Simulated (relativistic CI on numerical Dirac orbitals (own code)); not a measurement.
**Calculated levels, F II**

Calculated at this level of theory: Dirac-Coulomb-Breit CI, separate exchange-only KLI orbitals for each configuration, model QED, valence Slater integrals scaled by 0.85, P86 correlation estimate, and configurations built on the next ion tied to the tabulated ionisation energy (semi-empirical) (own radial code, finite nucleus).

Configurations in the expansion (outside the closed core 1s2): 2s2 2p4, 2s 2p5, 2s2 2p3 3s, 2s2 2p3 3p, 2s2 2p3 3d, 2s2 2p3 4s, 2p6, 2s2 2p3 4p, 2s2 2p3 4d, 2s2 2p3 4f, 2s2 2p2 3s2, 2s2 2p2 3s 3p, 2s2 2p2 3p2, 2s2 2p2 3s 3d. Levels of other configurations are missing.

The lowest level is 2s2 2p4 3P_2, with 100 % of that term; Hund's rules for 2s2 2p4 give 3P with J = 2, in agreement.

| No. | Configuration | Term | J | E (cm⁻¹) | % | Landé g | Lifetime (s) | jj configuration (%) |
| --- | --- | --- | --- | --- | --- | --- | --- | --- |
| 1 | 2s2 2p4 | 3P | 2 | 0.0 | 100 | 1.501 |  | 2p3/2^2 (68) |
| 2 | 2s2 2p4 | 3P | 1 | 335.3 | 100 | 1.501 | 1.18e+03 | 2p1/2 2p3/2^3 (100) |
| 3 | 2s2 2p4 | 3P | 0 | 481.0 | 100 |  | 5.99e+03 | 2p3/2^4 (65) |
| 4 | 2s2 2p4 | 1D | 2 | 19561.2 | 100 | 1.000 | 2.11e+01 | 2p1/2 2p3/2^3 (68) |
| 5 | 2s2 2p4 | 1S | 0 | 38251.8 | 97 |  | 1.02e+00 | 2p3/2^2 (64) |
| 6 | 2s 2p5‡ | 3P° | 2 | 177350.4 | 88 | 1.554 | 1.78e-10 | 2s 2p3/2^3 (88) |
| 7 | 2s2 2p3 3s | 5S° | 2 | 177401.1 | 89 | 1.949 | 1.53e-09 | 2p1/2 2p3/2^2 3s (50) |
| 8 | 2s 2p5‡ | 3P° | 1 | 177658.0 | 98 | 1.501 | 1.59e-10 | 2s 2p1/2 2p3/2^4 (65) |
| 9 | 2s 2p5‡ | 3P° | 0 | 177824.3 | 98 |  | 1.58e-10 | 2s 2p1/2 2p3/2^4 (98) |
| 10 | 2s2 2p3 3s | 3S° | 1 | 183062.7 | 100 | 2.002 | 2.42e-10 | 2p1/2 2p3/2^2 3s (55) |
| 11 | 2s2 2p3 3p | 5P | 1 | 203086.3 | 100 | 2.503 | 7.24e-09 | 2p1/2 2p3/2^2 3p1/2 (46) |
| 12 | 2s2 2p3 3p | 5P | 2 | 203097.7 | 100 | 1.835 | 7.23e-09 | 2p1/2 2p3/2^2 3p1/2 (28) |
| 13 | 2s2 2p3 3p | 5P | 3 | 203117.2 | 100 | 1.668 | 7.22e-09 | 2p1/2 2p3/2^2 3p3/2 (55) |
| 14 | 2s2 2p3 3p | 3P | 1 | 207776.7 | 99 | 1.501 | 7.76e-09 | 2p1/2 2p3/2^2 3p3/2 (37) |
| 15 | 2s2 2p3 3p | 3P | 0 | 207778.7 | 99 |  | 7.75e-09 | 2p1/2 2p3/2^2 3p3/2 (68) |
| 16 | 2s2 2p3 3p | 3P | 2 | 207782.6 | 99 | 1.501 | 7.75e-09 | 2p1/2 2p3/2^2 3p3/2 (31) |
| 17 | 2s2 2p3 3s | 3D° | 3 | 210440.4 | 100 | 1.334 | 8.82e-10 | 2p1/2 2p3/2^2 3s (100) |
| 18 | 2s2 2p3 3s | 3D° | 2 | 210463.5 | 100 | 1.167 | 8.83e-10 | 2p1/2 2p3/2^2 3s (67) |
| 19 | 2s2 2p3 3s | 3D° | 1 | 210478.2 | 100 | 0.499 | 8.84e-10 | 2p1/2 2p3/2^2 3s (44) |
| 20 | 2s2 2p3 3s | 1D° | 2 | 213285.5 | 100 | 1.000 | 3.07e-10 | 2p1/2 2p3/2^2 3s (77) |
| 21 | 2s2 2p3 3d | 5D° | 4 | 230828.7 | 100 | 1.501 | 3.48e-09 | 2p1/2 2p3/2^2 3d5/2 (56) |
| 22 | 2s2 2p3 3d | 5D° | 3 | 230829.8 | 100 | 1.501 | 3.48e-09 | 2p1/2 2p3/2^2 3d5/2 (33) |
| 23 | 2s2 2p3 3d | 5D° | 2 | 230831.1 | 100 | 1.501 | 3.47e-09 | 2p1/2 2p3/2^2 3d3/2 (39) |
| 24 | 2s2 2p3 3d | 5D° | 1 | 230832.2 | 100 | 1.501 | 3.47e-09 | 2p1/2 2p3/2^2 3d3/2 (50) |
| 25 | 2s2 2p3 3d | 5D° | 0 | 230832.8 | 100 |  | 3.47e-09 | 2p1/2 2p3/2^2 3d3/2 (56) |
| 26 | 2s2 2p3 3s | 3P° | 0 | 231544.2 | 99 |  | 1.10e-09 | 2p1/2 2p3/2^2 3s (99) |
| 27 | 2s2 2p3 3s | 3P° | 1 | 231545.3 | 99 | 1.501 | 1.10e-09 | 2p1/2 2p3/2^2 3s (66) |
| 28 | 2s2 2p3 3s | 3P° | 2 | 231550.2 | 99 | 1.501 | 1.09e-09 | 2p3/2^3 3s (51) |
| 29 | 2s2 2p3 3d | 3D° | 1 | 232196.0 | 100 | 0.499 | 3.53e-10 | 2p1/2 2p3/2^2 3d5/2 (51) |
| 30 | 2s2 2p3 3d | 3D° | 2 | 232197.4 | 100 | 1.167 | 3.52e-10 | 2p1/2 2p3/2^2 3d5/2 (37) |
| 31 | 2s2 2p3 3d | 3D° | 3 | 232200.5 | 100 | 1.334 | 3.50e-10 | 2p1/2 2p3/2^2 3d3/2 (33) |
| 32 | 2s2 2p3 3s | 1P° | 1 | 233187.8 | 93 | 1.000 | 1.44e-10 | 2p3/2^3 3s (32) |
| 33 | 2s2 2p3 3p | 1P | 1 | 234748.3 | 70 | 0.851 | 1.05e-08 | 2p1/2 2p3/2^2 3p1/2 (33) |
| 34 | 2s2 2p3 3p | 3D | 2 | 234830.4 | 100 | 1.165 | 8.20e-09 | 2p1/2 2p3/2^2 3p1/2 (39) |
| 35 | 2s2 2p3 3p | 3D | 3 | 234838.0 | 99 | 1.333 | 8.17e-09 | 2p1/2 2p3/2^2 3p3/2 (71) |
| 36 | 2s2 2p3 3p | 3D | 1 | 234859.4 | 70 | 0.647 | 8.99e-09 | 2p1/2 2p3/2^2 3p3/2 (67) |
| 37 | 2s2 2p3 3p | 3F | 4 | 235432.8 | 100 | 1.250 | 7.77e-09 | 2p1/2 2p3/2^2 3p3/2 (100) |
| 38 | 2s2 2p3 3p | 3F | 3 | 235436.2 | 99 | 1.084 | 7.79e-09 | 2p1/2 2p3/2^2 3p1/2 (44) |
| 39 | 2s2 2p3 3p | 3F | 2 | 235439.0 | 100 | 0.667 | 7.80e-09 | 2p1/2 2p3/2^2 3p1/2 (34) |
| 40 | 2s2 2p3 4s | 5S° | 2 | 235710.4 | 100 | 2.002 | 3.80e-09 | 2p1/2 2p3/2^2 4s (55) |
| 41 | 2s2 2p3 3p | 1F | 3 | 236089.9 | 100 | 1.000 | 9.87e-09 | 2p1/2 2p3/2^2 3p3/2 (45) |
| 42 | 2s2 2p3 4s | 3S° | 1 | 237665.8 | 100 | 2.002 | 4.77e-10 | 2p1/2 2p3/2^2 4s (55) |
| 43 | 2s2 2p3 3p | 3P | 2 | 238884.1 | 80 | 1.501 | 4.96e-09 | 2p1/2 2p3/2^2 3p1/2 (40) |
| 44 | 2s2 2p3 3p | 3P | 1 | 238921.1 | 80 | 1.501 | 4.97e-09 | 2p1/2 2p3/2^2 3p3/2 (49) |
| 45 | 2s2 2p3 3p | 3P | 0 | 238935.8 | 81 |  | 4.97e-09 | 2p3/2 3p3/2 (27) |

Energies count from the lowest computed level; ° marks odd parity; lifetimes are radiative, by E1, M1, E2, M2, E3 decay to levels of this space only. Filled j subshells are mostly left out of the jj labels. ‡ marks configurations that were not tied to measured data.

The mean weight of the leading LS term, summed over parents, in these 45 levels is 96 %, and that of the leading jj configuration (from the same eigenvectors) 56 %, so LS coupling describes them better.

Configurations that consist of the next ion and one excited electron were tied to the tabulated ionisation energy; Rydberg ones are usually within 1,000 to 3,000 cm⁻¹ and the lowest ones within about 6,000 (9,000 in d shells), while levels on excited terms of the next ion carry the error of that term, and the other configurations can be misplaced by 10,000 cm⁻¹ or more. Rates follow the energies as ν³ (E1, M1) or ν⁵ (E2), so rates, branching and lifetimes can be off by large factors. The fine structure of a lone outer electron comes out too small, for d and f at times inverted, and misplaced configurations move strength between like terms. 23 of the 23 excited levels that our extract of the measured tables holds in this range could be paired (the sources list more); they are missed by 2908 cm⁻¹ on average and 12553 at most, and levels without a partner can miss by more.

Landé's interval rule says that E(J) − E(J−1) = AJ with one A. For the ground term the intervals give A = -145.7, -167.6 cm⁻¹ for J = 1, 2; the multiplet is inverted.
